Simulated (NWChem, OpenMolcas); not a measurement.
**SnCl2: a line through the functionals**

SnCl2 has 3 atoms, charge 0, and is taken as a singlet. SMILES: `[Cl][Sn][Cl]`. The coordinates come from a PBE0-D4/def2-TZVP relaxation.

The HOMO–LUMO gap y, in eV, basis def2-SVP with a core potential; a is the functional's share of exact exchange. Programs: NWChem 7.3.0, OpenMolcas 26.06.

| functional | program | a | y (eV) |
| --- | --- | --- | --- |
| TPSS | OpenMolcas | 0 | 3.27 |
| PBE | OpenMolcas | 0 | 3.13 |
| B3LYP | OpenMolcas | 0.2 | 4.45 |
| PBE0 | NWChem | 0.25 | ? |
| BHLYP | OpenMolcas | 0.5 | 6.49 |

Fit y = c + s·a to the known rows and predict PBE0.


1. Means of the 4 rows: a = 0.1750, y = 4.335.
2. Σ(Δa)² = 0.1675, Σ(Δa·Δy) = 1.1005, so the slope is 1.1005/0.1675 = 6.5701.
3. Intercept: 4.335 − (6.5701) × 0.1750 = 3.185. The largest residual of the fit is 0.085.
4. PBE0: 3.185 + (6.5701) × 0.25 = 4.83 eV.

The run gave 4.86 eV, so the prediction is off by -0.03 eV, within the largest residual. Exact exchange lowers occupied levels and raises empty ones. The rows mix families of semi-local functionals, which the line can't see.
